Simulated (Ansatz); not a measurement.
A nudged elastic band was laid between two geometries of ClH4NOSn (8 atoms, charge 0, multiplicity 1).

Theory: RKS CAM-B3LYP-D4/def2-SVP in Ansatz.

```json
{
  "movable images": "9",
  "climbing image": "yes",
  "spring": "5.0 eV/Å²",
  "optimiser": "quadratic models (default)",
  "start path": "through a guess of the saddle point",
  "force threshold": "0.03 eV/Å",
  "iteration limit": "60",
  "end points": "relaxed"
}
```

Initial state:

```xyz
8
Properties=species:S:1:pos:R:3
N -0.454 1.496 0.236
Sn 0.192 -0.393 0.387
O 1.504 -0.578 -1.065
Cl -1.464 -1.998 -0.130
H -1.197 1.776 0.872
H -0.691 1.787 -0.710
H 0.819 -0.754 1.924
H 1.385 -1.393 -1.569
```

Final state:

```xyz
8
Properties=species:S:1:pos:R:3
N -0.167 0.886 0.755
Sn 0.639 -1.389 0.580
O 1.339 -0.600 -1.146
Cl -1.605 -1.772 -0.341
H -1.167 0.834 0.550
H 0.318 1.207 -0.088
H -0.003 1.534 1.525
H 0.740 -0.757 -1.889
```

**Question.** What changes between the two ends?

**Answer.** Bonds broken: Sn2–H7. Bonds formed: N1–H7.

**Question.** Give the energies along the band, and the barrier.

**Answer.** The forces met the threshold. The highest image is number 4 of 0 to 10, 2.01 eV above the first end and 3.57 eV above the last; the last end lies 1.56 eV below the first. Neighbouring images differ by up to 1.7 eV, so the band resolves the path poorly. A vibrational analysis at the climbing image gives one clearly imaginary mode, 1307i cm⁻¹: a first-order saddle point. The orbitals stay closed-shell, which can raise the energy where a bond breaks towards radicals; this wasn't checked here.

| image | path coordinate (Å) | energy (eV) | Sn2–H7 (Å) | N1–H7 (Å) |
| --- | --- | --- | --- | --- |
| 0 | 0.00 | 0.00 | 1.70 | 3.09 |
| 1 | 0.52 | 0.02 | 1.69 | 3.04 |
| 2 | 1.04 | 0.30 | 1.69 | 2.69 |
| 3 | 1.56 | 1.15 | 1.69 | 2.22 |
| 4 | 2.08 | 2.01 | 1.78 | 1.72 |
| 5 | 2.50 | 0.80 | 1.96 | 1.28 |
| 6 | 2.93 | -0.92 | 2.34 | 1.04 |
| 7 | 3.35 | -1.31 | 2.75 | 1.02 |
| 8 | 3.78 | -1.46 | 2.97 | 1.02 |
| 9 | 4.20 | -1.53 | 3.07 | 1.02 |
| 10 | 4.62 | -1.56 | 3.14 | 1.02 |

**Question.** What is the geometry of the highest image?

**Answer.** 
```xyz
8
Properties=species:S:1:pos:R:3:forces:R:3
N -0.417 1.255 0.405 0.00 0.00 0.00
Sn 0.263 -0.777 0.458 0.00 0.00 0.00
O 1.561 -0.893 -1.026 0.00 0.00 0.00
Cl -1.498 -2.225 -0.218 0.00 0.00 0.00
H -1.356 1.460 0.753 0.00 0.01 0.00
H -0.154 1.961 -0.287 0.00 0.00 0.00
H 0.487 0.511 1.660 0.00 0.00 0.00
H 1.208 -1.349 -1.802 0.00 0.00 0.01
```

Time of the run: 3.3 min on 2 threads of Intel(R) Xeon(R) 6975P-C (Granite Rapids), with other jobs on the host, peak memory 0.27 GiB.
